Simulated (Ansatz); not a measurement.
Relaxation of In₃Sb₃H₁₂, a cluster cut from wurtzite InSb (hydrogen-capped) with RKS PBE-D4/def2-SVP.

```sh
$ ansatz run in.yaml --threads 2 --pin off --events-out ev --progress --plain --max-ram 32768MiB --backend cuda --devices 0, --max-vram 18GiB
```

```yaml
crystal:
  periodic: [false, false, false]
  atoms:
    - {symbol: Sb, position_ang: [-0.009250, -2.401250, 0.317660]}
    - {symbol: In, position_ang: [-2.735810, -1.566160, 0.417870]}
    - {symbol: Sb, position_ang: [-2.076870, 1.203380, 0.314950]}
    - {symbol: In, position_ang: [2.716450, -1.588290, 0.428970]}
    - {symbol: Sb, position_ang: [2.092640, 1.195950, 0.312220]}
    - {symbol: In, position_ang: [0.014320, 3.139620, 0.426340]}
    - {symbol: H, position_ang: [0.005120, -3.916590, -0.430900]}
    - {symbol: H, position_ang: [-0.009050, -1.677520, -1.229300]}
    - {symbol: H, position_ang: [-3.538320, -2.051650, -1.027490]}
    - {symbol: H, position_ang: [-3.458580, -1.985700, 1.935200]}
    - {symbol: H, position_ang: [-1.464470, 0.851480, -1.237830]}
    - {symbol: H, position_ang: [-3.383010, 1.977890, -0.425120]}
    - {symbol: H, position_ang: [3.517650, -2.055980, -1.025080]}
    - {symbol: H, position_ang: [3.441940, -1.989110, 1.953320]}
    - {symbol: H, position_ang: [1.489670, 0.853720, -1.245000]}
    - {symbol: H, position_ang: [3.408170, 1.965770, -0.415600]}
    - {symbol: H, position_ang: [0.008620, 3.966760, 1.948420]}
    - {symbol: H, position_ang: [-0.019240, 4.077660, -1.018650]}
basis:
  gaussian: {orbitals: def2-SVP}
hamiltonian: {xc: pbe, dispersion: d4}
scf: {lower_state_search: "off"}
output: {orbitals: {seedname: orbitals}}
relax: {f_tol: 0.03, max_steps: 70}
```

Run time 35 s (2 threads of AMD EPYC 7R13 on a shared host and a share (18 GiB) of an NVIDIA H100 80GB HBM3), peak host memory 0.89 GiB.

Positions (Å) and forces (eV/Å) at steps 1, 2, 3, 4, 5, 6, 7, 8, 9, 10, 12 of 12:

```xyz
18
step=1 energy=-35328.0112 eV
Sb   -0.009   -2.401    0.318   -0.010    0.237    0.002
In   -2.736   -1.566    0.418   -0.660   -0.387    0.482
Sb   -2.077    1.203    0.315    0.205   -0.122    0.016
In    2.716   -1.588    0.429    0.681   -0.360    0.485
Sb    2.093    1.196    0.312   -0.209   -0.119    0.021
In    0.014    3.140    0.426   -0.011    0.753    0.488
H     0.005   -3.917   -0.431   -0.007   -0.481   -0.054
H    -0.009   -1.678   -1.229    0.006    0.161   -0.323
H    -3.538   -2.052   -1.027    0.078    0.049   -0.334
H    -3.459   -1.986    1.935    0.058    0.038    0.231
H    -1.464    0.851   -1.238    0.158   -0.091   -0.347
H    -3.383    1.978   -0.425   -0.436    0.246   -0.047
H     3.518   -2.056   -1.025   -0.079    0.044   -0.302
H     3.442   -1.989    1.953   -0.073    0.036    0.188
H     1.490    0.854   -1.245   -0.160   -0.098   -0.362
H     3.408    1.966   -0.416    0.441    0.246   -0.041
H     0.009    3.967    1.948    0.007   -0.066    0.225
H    -0.019    4.078   -1.019    0.011   -0.085   -0.328
18
step=2 energy=-35328.4258 eV
Sb   -0.009   -2.389    0.238    0.008    0.090   -0.099
In   -2.888   -1.655    0.501    0.112    0.053   -0.173
Sb   -2.067    1.196    0.233    0.072   -0.045   -0.109
In    2.869   -1.670    0.511   -0.120    0.071   -0.175
Sb    2.081    1.192    0.230   -0.077   -0.037   -0.113
In    0.012    3.313    0.511   -0.015   -0.124   -0.174
H     0.002   -3.984   -0.426   -0.007    0.038    0.029
H    -0.007   -1.642   -1.318    0.003   -0.077   -0.054
H    -3.530   -2.045   -1.085    0.085    0.058    0.171
H    -3.496   -2.006    2.074   -0.003    0.002    0.128
H    -1.430    0.831   -1.329   -0.069    0.038   -0.047
H    -3.446    2.011   -0.417    0.035   -0.027    0.032
H     3.511   -2.051   -1.077   -0.077    0.048    0.162
H     3.477   -2.010    2.085    0.005   -0.005    0.135
H     1.455    0.832   -1.338    0.069    0.041   -0.046
H     3.471    1.999   -0.406   -0.039   -0.027    0.032
H     0.011    4.010    2.086    0.005    0.003    0.131
H    -0.015    4.068   -1.074    0.014   -0.098    0.169
18
step=3 energy=-35328.5348 eV
Sb   -0.007   -2.298    0.117    0.003   -0.219   -0.062
In   -2.845   -1.635    0.566    0.120    0.068   -0.063
Sb   -1.991    1.150    0.112   -0.187    0.111   -0.060
In    2.830   -1.646    0.573   -0.120    0.084   -0.065
Sb    2.000    1.147    0.110    0.182    0.107   -0.057
In    0.006    3.271    0.574    0.003   -0.145   -0.066
H    -0.004   -3.936   -0.439   -0.003    0.035    0.052
H    -0.004   -1.673   -1.490    0.000   -0.026   -0.009
H    -3.562   -2.059   -0.961   -0.009   -0.002    0.039
H    -3.356   -1.923    2.191    0.040    0.022    0.043
H    -1.458    0.845   -1.498   -0.023    0.013   -0.009
H    -3.409    1.979   -0.430    0.030   -0.019    0.051
H     3.551   -2.069   -0.953    0.010   -0.007    0.039
H     3.337   -1.931    2.199   -0.039    0.020    0.043
H     1.479    0.848   -1.505    0.023    0.013   -0.010
H     3.427    1.970   -0.416   -0.033   -0.020    0.051
H     0.013    3.850    2.201   -0.002   -0.045    0.043
H    -0.006    4.110   -0.950    0.004    0.011    0.039
18
step=4 energy=-35328.6207 eV
Sb   -0.005   -2.361    0.030   -0.003   -0.048   -0.063
In   -2.777   -1.599    0.596    0.022    0.018    0.063
Sb   -2.046    1.182    0.027   -0.036    0.023   -0.053
In    2.767   -1.606    0.601   -0.013    0.017    0.057
Sb    2.050    1.179    0.025    0.035    0.017   -0.051
In    0.003    3.197    0.601    0.008   -0.029    0.060
H    -0.008   -4.026   -0.436    0.001    0.080    0.052
H    -0.002   -1.793   -1.601   -0.002   -0.049    0.031
H    -3.575   -2.061   -0.873   -0.073   -0.042   -0.005
H    -3.196   -1.832    2.267    0.058    0.030   -0.080
H    -1.562    0.904   -1.607   -0.041    0.024    0.027
H    -3.489    2.019   -0.427    0.067   -0.037    0.049
H     3.569   -2.076   -0.865    0.066   -0.038    0.006
H     3.178   -1.841    2.273   -0.056    0.033   -0.084
H     1.580    0.908   -1.613    0.041    0.023    0.028
H     3.501    2.011   -0.411   -0.069   -0.038    0.048
H     0.012    3.668    2.275   -0.004   -0.065   -0.083
H     0.002    4.127   -0.863   -0.001    0.081   -0.001
18
step=5 energy=-35328.6794 eV
Sb   -0.006   -2.373   -0.026    0.000   -0.071   -0.115
In   -2.768   -1.592    0.577    0.032    0.020    0.073
Sb   -2.056    1.189   -0.029   -0.061    0.033   -0.111
In    2.758   -1.600    0.580   -0.026    0.015    0.068
Sb    2.061    1.183   -0.029    0.059    0.037   -0.111
In    0.004    3.187    0.579    0.001   -0.039    0.071
H    -0.009   -4.073   -0.339    0.001    0.073    0.043
H    -0.004   -1.962   -1.705    0.000   -0.027    0.061
H    -3.680   -2.120   -0.806   -0.004   -0.001    0.034
H    -3.065   -1.762    2.284    0.034    0.020   -0.097
H    -1.710    0.989   -1.710   -0.022    0.012    0.060
H    -3.528    2.043   -0.328    0.061   -0.035    0.042
H     3.672   -2.135   -0.800   -0.002    0.002    0.041
H     3.052   -1.769    2.288   -0.034    0.020   -0.100
H     1.731    0.992   -1.714    0.021    0.013    0.065
H     3.539    2.032   -0.310   -0.062   -0.035    0.041
H     0.005    3.522    2.288    0.001   -0.039   -0.100
H     0.004    4.246   -0.800    0.001    0.002    0.036
18
step=6 energy=-35328.7119 eV
Sb   -0.005   -2.391   -0.087    0.000    0.010    0.020
In   -2.740   -1.576    0.569    0.048    0.028   -0.005
Sb   -2.070    1.198   -0.086    0.009   -0.005    0.020
In    2.731   -1.585    0.574   -0.048    0.029   -0.005
Sb    2.075    1.193   -0.083   -0.009   -0.005    0.021
In    0.005    3.156    0.574    0.000   -0.056   -0.005
H    -0.008   -4.105   -0.258    0.000    0.008   -0.005
H    -0.003   -2.086   -1.780    0.000   -0.032   -0.021
H    -3.717   -2.139   -0.751   -0.009   -0.005    0.014
H    -2.956   -1.699    2.284    0.010    0.006   -0.003
H    -1.810    1.051   -1.781   -0.029    0.016   -0.021
H    -3.553    2.059   -0.250    0.008   -0.004   -0.006
H     3.709   -2.152   -0.744    0.009   -0.005    0.013
H     2.944   -1.707    2.289   -0.010    0.005   -0.002
H     1.824    1.048   -1.780    0.030    0.017   -0.020
H     3.562    2.048   -0.236   -0.009   -0.005   -0.007
H     0.005    3.400    2.290    0.000   -0.011   -0.002
H     0.006    4.287   -0.743    0.000    0.010    0.013
18
step=7 energy=-35328.7234 eV
Sb   -0.004   -2.412   -0.135   -0.001   -0.085   -0.144
In   -2.706   -1.556    0.573   -0.021   -0.015   -0.080
Sb   -2.087    1.210   -0.133   -0.075    0.037   -0.140
In    2.699   -1.565    0.579    0.016   -0.014   -0.078
Sb    2.091    1.203   -0.127    0.073    0.036   -0.138
In    0.005    3.120    0.581   -0.003    0.027   -0.083
H    -0.007   -4.134   -0.218    0.000    0.036    0.084
H    -0.002   -2.265   -1.857    0.000    0.057    0.085
H    -3.746   -2.155   -0.687    0.016    0.011    0.041
H    -2.853   -1.642    2.297    0.013    0.008    0.016
H    -1.962    1.138   -1.854    0.053   -0.027    0.079
H    -3.576    2.074   -0.215    0.026   -0.015    0.085
H     3.738   -2.167   -0.679   -0.010    0.008    0.035
H     2.842   -1.653    2.303   -0.013    0.009    0.019
H     1.974    1.134   -1.848   -0.058   -0.031    0.072
H     3.584    2.061   -0.206   -0.018   -0.010    0.090
H     0.002    3.287    2.305    0.000   -0.016    0.019
H     0.007    4.321   -0.678    0.001   -0.015    0.039
18
step=8 energy=-35328.7347 eV
Sb   -0.003   -2.426   -0.200   -0.001   -0.182   -0.135
In   -2.675   -1.538    0.552   -0.070   -0.040   -0.058
Sb   -2.097    1.218   -0.197   -0.141    0.084   -0.120
In    2.670   -1.549    0.559    0.064   -0.039   -0.055
Sb    2.103    1.209   -0.190    0.121    0.076   -0.098
In    0.005    3.088    0.562   -0.001    0.074   -0.057
H    -0.008   -4.158   -0.110    0.001    0.184   -0.019
H     0.000   -2.373   -1.932   -0.001   -0.020    0.167
H    -3.790   -2.178   -0.627    0.059    0.034    0.061
H    -2.735   -1.577    2.287    0.007    0.005   -0.018
H    -2.047    1.193   -1.927   -0.018    0.009    0.151
H    -3.595    2.086   -0.110    0.144   -0.084   -0.017
H     3.785   -2.189   -0.618   -0.054    0.031    0.056
H     2.725   -1.590    2.294   -0.006    0.006   -0.015
H     2.051    1.182   -1.919    0.021    0.010    0.132
H     3.602    2.072   -0.104   -0.128   -0.074   -0.019
H    -0.001    3.156    2.296    0.002   -0.008   -0.014
H     0.010    4.374   -0.616    0.001   -0.066    0.058
18
step=9 energy=-35328.7404 eV
Sb   -0.004   -2.429   -0.185    0.001   -0.074   -0.059
In   -2.684   -1.543    0.545   -0.022   -0.013   -0.012
Sb   -2.101    1.219   -0.182   -0.057    0.032   -0.052
In    2.677   -1.554    0.553    0.020   -0.007   -0.013
Sb    2.105    1.212   -0.174    0.056    0.024   -0.050
In    0.004    3.096    0.556    0.003    0.027   -0.015
H    -0.006   -4.155   -0.123   -0.001    0.081    0.002
H    -0.002   -2.360   -1.908    0.001   -0.012    0.042
H    -3.788   -2.177   -0.639    0.028    0.016    0.024
H    -2.743   -1.579    2.278   -0.006   -0.004    0.006
H    -2.038    1.185   -1.904   -0.010    0.008    0.033
H    -3.594    2.084   -0.122    0.062   -0.037    0.003
H     3.783   -2.189   -0.630   -0.026    0.014    0.022
H     2.734   -1.590    2.285    0.004   -0.005    0.008
H     2.044    1.176   -1.895    0.005    0.005    0.022
H     3.600    2.070   -0.118   -0.055   -0.031    0.009
H     0.003    3.163    2.289   -0.002    0.006    0.007
H     0.011    4.371   -0.627   -0.002   -0.030    0.024
18
step=10 energy=-35328.7439 eV
Sb   -0.004   -2.436   -0.195    0.000   -0.004    0.001
In   -2.680   -1.542    0.533    0.003    0.002   -0.002
Sb   -2.107    1.222   -0.193   -0.004    0.002    0.001
In    2.674   -1.551    0.541   -0.003    0.002   -0.002
Sb    2.111    1.215   -0.187    0.004    0.002    0.001
In    0.005    3.092    0.544    0.000   -0.004   -0.002
H    -0.007   -4.152   -0.067    0.000   -0.005    0.005
H    -0.001   -2.434   -1.915    0.000   -0.002   -0.004
H    -3.780   -2.173   -0.652   -0.002   -0.001    0.001
H    -2.742   -1.578    2.267   -0.002   -0.001   -0.001
H    -2.102    1.223   -1.913   -0.002    0.001   -0.004
H    -3.592    2.082   -0.067   -0.004    0.003    0.005
H     3.774   -2.185   -0.642    0.002   -0.001    0.001
H     2.732   -1.589    2.274    0.002   -0.001   -0.001
H     2.108    1.214   -1.907    0.002    0.001   -0.005
H     3.599    2.070   -0.060    0.004    0.002    0.005
H     0.002    3.160    2.277    0.000    0.002   -0.001
H     0.009    4.362   -0.639    0.000    0.002    0.001
18
step=12 energy=-35328.7456 eV
Sb   -0.003   -2.455   -0.209   -0.006   -0.011   -0.018
In   -2.675   -1.539    0.505    0.010    0.007    0.016
Sb   -2.123    1.232   -0.208   -0.016    0.009   -0.024
In    2.670   -1.547    0.511   -0.007   -0.002    0.017
Sb    2.130    1.224   -0.204    0.014    0.018   -0.022
In    0.006    3.085    0.514   -0.005   -0.011    0.020
H    -0.008   -4.159    0.032    0.002   -0.001    0.005
H    -0.001   -2.567   -1.926    0.000    0.005    0.016
H    -3.783   -2.174   -0.667   -0.011   -0.008   -0.016
H    -2.729   -1.569    2.240    0.000   -0.001   -0.005
H    -2.218    1.292   -1.925    0.004   -0.004    0.021
H    -3.599    2.085    0.032    0.006   -0.002    0.004
H     3.778   -2.189   -0.657    0.011   -0.005   -0.013
H     2.717   -1.579    2.246    0.002    0.001   -0.006
H     2.224    1.281   -1.922    0.002   -0.001    0.030
H     3.606    2.074    0.042   -0.012   -0.008   -0.005
H     0.001    3.139    2.249    0.003    0.001   -0.005
H     0.007    4.368   -0.652    0.003    0.012   -0.015
```

In the def2 sets In, Sb take a core potential; there is no spin–orbit coupling.
